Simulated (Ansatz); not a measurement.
Cartesian coordinates in Å:
```
C -2.1962 -0.5369 -1.1595
O -1.0074 -0.6364 -0.4421
Nb 0.5370 0.2005 0.2683
N 0.6357 1.9175 -0.0627
N 2.1562 -0.6006 -0.5611
N 0.5193 0.0351 2.2492
H -3.0390 -0.8575 -0.5375
H -2.1570 -1.1813 -2.0444
H -2.3790 0.4919 -1.4875
H 0.5716 2.8901 -0.3204
H 2.9039 -0.0887 -1.0018
H 2.3737 -1.5873 -0.5507
H 0.4510 -0.8410 2.7480
H 0.6302 0.7945 2.9022
```

Charge 0, multiplicity 1. Nb takes the def2 core potential.

Problem. List the r2SCAN/def2-TZVPP orbital energies in eV (Ansatz 0.2.0). (Estimate.)

Solution. Computed: Occupied: -515.54, -384.38, -384.38, -384.17, -274.16, -62.64, -37.81, -37.44, -37.33, -25.75, -21.17, -21.05, -19.35, -17.18, -11.96, -11.92, -11.68, -11.23, -11.19, -10.38, -9.47, -9.34, -7.43, -7.29, -6.56, -6.41, -6.28, -5.72. Lowest empty: -0.78, -0.54, -0.10, 0.11, 0.53, 0.65, 1.08, 1.20.
